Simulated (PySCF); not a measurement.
**Calculated NMR parameters of CNc1ccccn1**

- Formula: C6H8N2
- SMILES: CNc1ccccn1
- InChI: InChI=1S/C6H8N2/c1-7-6-4-2-3-5-8-6/h2-5H,1H3,(H,7,8)
- Point group of the computed structure: C1
- Degrees of unsaturation: 4
- Carbon signals: 6
- Proton signals: 6

Molfile (atoms numbered from 1):
```
C6H8N2
     RDKit          3D

 16 16  0  0  0  0  0  0  0  0999 V2000
    2.5334    0.4637   -0.2284 C   0  0  0  0  0  0  0  0  0  0  0  0
    1.4635   -0.2921   -0.8058 N   0  0  0  0  0  0  0  0  0  0  0  0
    0.1805   -0.2617   -0.3580 C   0  0  0  0  0  0  0  0  0  0  0  0
   -0.2456    0.6426    0.6284 C   0  0  0  0  0  0  0  0  0  0  0  0
   -1.5721    0.6187    1.0059 C   0  0  0  0  0  0  0  0  0  0  0  0
   -2.4428   -0.2867    0.4144 C   0  0  0  0  0  0  0  0  0  0  0  0
   -1.9185   -1.1407   -0.5424 C   0  0  0  0  0  0  0  0  0  0  0  0
   -0.6505   -1.1419   -0.9257 N   0  0  0  0  0  0  0  0  0  0  0  0
    2.6990    0.2231    0.8300 H   0  0  0  0  0  0  0  0  0  0  0  0
    3.4521    0.2482   -0.7726 H   0  0  0  0  0  0  0  0  0  0  0  0
    2.3493    1.5405   -0.3057 H   0  0  0  0  0  0  0  0  0  0  0  0
    1.6689   -1.0529   -1.4290 H   0  0  0  0  0  0  0  0  0  0  0  0
    0.4474    1.3394    1.0813 H   0  0  0  0  0  0  0  0  0  0  0  0
   -1.9267    1.3073    1.7651 H   0  0  0  0  0  0  0  0  0  0  0  0
   -3.4888   -0.3339    0.6867 H   0  0  0  0  0  0  0  0  0  0  0  0
   -2.5573   -1.8723   -1.0311 H   0  0  0  0  0  0  0  0  0  0  0  0
  1  2  1  0
  2  3  1  0
  3  4  2  0
  4  5  1  0
  5  6  2  0
  6  7  1  0
  7  8  2  0
  8  3  1  0
  1  9  1  0
  1 10  1  0
  1 11  1  0
  2 12  1  0
  4 13  1  0
  5 14  1  0
  6 15  1  0
  7 16  1  0
M  END
```

- shielding tensors at KT3/pcSseg-2 (GIAO)
- PBE0-D3(BJ)/def2-TZVP geometry
- program: PySCF
- no relativistic terms, gas phase, one averaged value for each set of equivalent atoms, one conformer

References, each an isolated molecule treated in the same way: TMS for ¹H (31.63 ppm) and ¹³C (183.24 ppm); NH3 for ¹⁵N (261.05 ppm).

| carbon | δC, type | δH (multiplicity) | HMBC from (2–3 bonds) | span of the C tensor (ppm) |
| --- | --- | --- | --- | --- |
| C1 | 31.2, CH3 | 2.90 (s) | – | 53 |
| C3 | 155.4, C | – | H16, H14, H13, H9/H10/H11 | 166 |
| C4 | 98.7, CH | 6.13 (d) | H14, H15 | 179 |
| C5 | 133.8, CH | 7.40 (m) | H16, H15, H13 | 230 |
| C6 | 110.1, CH | 6.46 (m) | H16, H14, H13 | 198 |
| C7 | 147.5, CH | 8.13 (d) | H14, H15 | 200 |

Other nuclei:
```tsv
atoms	nucleus	environment	δ (ppm)	σ (ppm)
H12	¹H	hydrogen on an aniline-type nitrogen	4.44	27.19
N8	¹⁵N	pyridine-type ring nitrogen	285.7	-24.7
N2	¹⁵N	aniline-type nitrogen	87.9	173.2
```

Carbon types of the structure: 1 × C, 4 × CH, 1 × CH3, leaving 1 H on heteroatoms. δC 155.4: aromatic carbon bearing nitrogen; σ withdrawal by the attached heteroatom moves it downfield of the ring CH carbons. δC 147.5: aromatic CH next to a ring nitrogen; the adjacent pyridine-type nitrogen withdraws density from it. δC 133.8, 110.1, 98.7: aromatic CH. δC 31.2: methyl carbon bonded to N; the inductive effect lowers its shielding. δH 7.40, 6.46, 6.13: hydrogen on an aromatic CH.

Exchangeable OH/NH protons stand at their gas-phase positions; hydrogen bonding in a real sample shifts them, mostly to higher δ. Shifts are as computed. Against solution values, carbons near 30 ppm lie about +3 ppm off and those near 130 ppm about -1 ppm. Of 1309 compounds with measured shifts, 239 miss one by over three times the rms of a fit or turn the order of signals round; such compounds aren't used in these exercises. Experimental scales use liquid or dissolved standards, which lie at an offset from isolated NH3 (liquid NH3: subtract about 20 ppm). Unscaled 15N shifts of sp2 nitrogen come out 20 to 40 ppm too high even then. No couplings were computed; multiplicities are counted from neighbouring protons, with m where these are inequivalent, close in shift, in a saturated or five-membered ring or joined by F or P, and br s for small geminal =CH2 splittings.
